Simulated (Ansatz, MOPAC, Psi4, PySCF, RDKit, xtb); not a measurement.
Pair of molecules: CH4O (SMILES CO) (first 6 atoms) with C2H6O (SMILES COC); geometry from B3LYP-D3(BJ)/def2-TZVP, rigid monomers moved along the line of their centres of mass till H6···O8 is 1.68 Å.
(charge 0, multiplicity 1):
```xyz
15

C      0.1363    -0.0718    -0.2436
O      0.3762     0.9196     0.7360
H      0.7891    -0.9452    -0.1216
H      0.3425     0.3716    -1.2182
H     -0.9047    -0.4182    -0.2399
H      0.2018     0.5354     1.6109
C     -1.0677     0.5440     3.8427
O     -0.0381    -0.1280     3.1391
C      1.1909    -0.1465     3.8438
H     -0.7958     1.5873     4.0398
H     -1.2789     0.0452     4.7953
H     -1.9576     0.5176     3.2170
H      1.5478     0.8705     4.0421
H      1.9148    -0.6640     3.2175
H      1.0866    -0.6796     4.7955
```

```csv
level,interaction energy (meV),cost
MMFF94,-218.4,-
UFF,4457.4,-
GFN-FF,-201.8,-
AM1,151.0,-
PM3,-34.1,-
PM6,-120.0,-
PM7,-262.3,-
GFN1-xTB,-144.5,-
GFN2-xTB,-171.1,-
HF/STO-3G (no counterpoise),-220.6,-
HF/3-21G (no counterpoise),-420.5,-
HF/6-31G*,-86.1,-
HF/6-31G* (no counterpoise),-161.4,-
HF/aug-cc-pVDZ,-73.4,-
PBE/def2-TZVPPD,-183.9,×1
PBE-D3(BJ)/def2-TZVPPD,-243.1,×1
PBE-D4/def2-TZVPPD,-244.2,×1
BP86/6-31G* (no counterpoise),-233.6,-
r2SCAN/def2-TZVPPD,-221.5,×2
r2SCAN-D3(BJ)/def2-TZVPPD,-246.3,×2
r2SCAN-D4/def2-TZVPPD,-244.5,×2
B3LYP/3-21G (no counterpoise),-509.3,-
B3LYP/6-31G*,-148.9,-
B3LYP/6-31G* (no counterpoise),-255.7,-
B3LYP/6-311+G** (no counterpoise),-201.3,-
B3LYP/def2-TZVPPD,-152.5,×1
B3LYP-D3(BJ)/def2-TZVPPD,-241.7,×1
B3LYP-D4/def2-TZVPPD,-241.0,×1
PBE0/def2-TZVPPD,-191.4,×1
PBE0-D3(BJ)/def2-TZVPPD,-246.1,×1
PBE0-D4/def2-TZVPPD,-246.4,×1
M06-2X/6-31G* (no counterpoise),-298.8,-
wB97X-V/def2-TZVPPD,-226.1,×3
MP2/6-31G*,-146.5,-
MP2/6-31G* (no counterpoise),-296.8,-
MP2/aug-cc-pVDZ,-195.6,-
SCS-MP2/aug-cc-pVDZ,-149.2,-
CCSD/aug-cc-pVDZ,-161.9,-
CCSD(T)/aug-cc-pVDZ,-182.7,×40
SAPT0/jun-cc-pV(D+d)Z,-246.2,-
```

The rows run from -509.3 (B3LYP/3-21G (no counterpoise)) to 4457.4 meV (UFF). In aug-cc-pVDZ the value moves HF -73.4, MP2 -195.6, CCSD -161.9, CCSD(T) -182.7, a shift of -109.3 from HF to CCSD(T). The dispersion term adds -59.1 in PBE-D3(BJ), -60.3 in PBE-D4, -24.8 in r2SCAN-D3(BJ). The 5 functionals in def2-TZVPPD without D3 or D4 span 73.6, from wB97X-V to B3LYP.

Counterpoise-corrected where a basis set is named; no monomer relaxation. Rows marked so take none. RDKit's UFF carries no charges.

Cores are frozen in the correlated methods. Rows in 3-21G, 6-311+G**, 6-31G*, STO-3G carry no dispersion term and start afresh at each structure (6-31G* with six Cartesian d functions). MP2/6-31G* freezes PySCF's default core. The state that AM1, PM3, PM6, PM7 reach isn't checked; PM7 holds dispersion and hydrogen-bond terms.

The values were computed with Ansatz (Gaussian basis) for Hartree–Fock, density functionals and correlated methods; MOPAC for AM1, PM3, PM6, PM7 (differences of heats of formation); Psi4 for SAPT; PySCF for 3-21G rows, 6-311+G** rows, 6-31G* rows, STO-3G rows, the dispersion terms; RDKit for the force fields; xtb for the GFN methods. 

Costs are rough ratios of core time to PBE/def2-TZVPPD (about 10 s over the structures, on one shared machine); a dash marks a level with no comparable run of its own.

Ansatz is a first-principles code.
